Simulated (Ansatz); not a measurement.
Ca₂O. Charge 0, multiplicity 1. Geometry PBE0-D4/def2-TZVP.

```xyz
3

Ca    0.6268    0.0507   -1.5869
Ca   -0.2006    0.5069    1.6175
O    -0.4262   -0.5576   -0.0307
```

The 6-31G sets use Cartesian d functions. The restricted singlet is unstable towards broken spin symmetry in Hartree–Fock (as tested in another run); at HF/6-31G this wasn't settled. The restricted singlet is unstable towards broken spin symmetry at other levels; at PBE-D4/def2-TZVPD, r2SCAN-D4/def2-TZVPD, PBE0-D4/def2-SVP this wasn't settled. At PBE0-D4/def2-TZVP the restricted singlet is unstable: a solution with broken spin symmetry lies lower. At PBE0-D4/def2-TZVP a triplet of charge 0 lies 0.21 eV below the restricted singlet, each at its own geometry. The structure comes from a short search, and lower isomers may exist.

(1) Estimate the orbital energies around the gap (eV) in Ansatz with HF/6-31G, PBE-D4/def2-TZVPD, r2SCAN-D4/def2-TZVPD, PBE0-D4/def2-SVP, PBE0-D4/def2-TZVP.

Answers

(1) 
```
orbital  HF/6-31G  PBE-D4/def2-TZVPD  r2SCAN-D4/def2-TZVPD  PBE0-D4/def2-SVP  PBE0-D4/def2-TZVP
 HOMO−5    -34.71             -25.65                -26.61            -28.20             -28.27
 HOMO−4    -28.74             -19.10                -20.27            -21.22             -21.72
 HOMO−3    -10.52              -5.83                 -6.07             -7.08              -7.15
 HOMO−2    -10.01              -5.63                 -5.88             -6.77              -6.89
 HOMO−1     -9.87              -5.62                 -5.88             -6.74              -6.84
   HOMO     -4.09              -3.06                 -3.07             -3.44              -3.48
   LUMO     -0.47              -2.33                 -2.27             -1.92              -1.96
 LUMO+1      0.79              -1.26                 -1.17             -0.21              -0.80
 LUMO+2      0.91              -1.20                 -1.12              0.10              -0.73
 LUMO+3      1.39              -0.82                 -0.61              0.45              -0.20
 LUMO+4      1.50              -0.72                 -0.52              0.45              -0.18
 LUMO+5      1.91              -0.61                 -0.40              0.54              -0.07
```
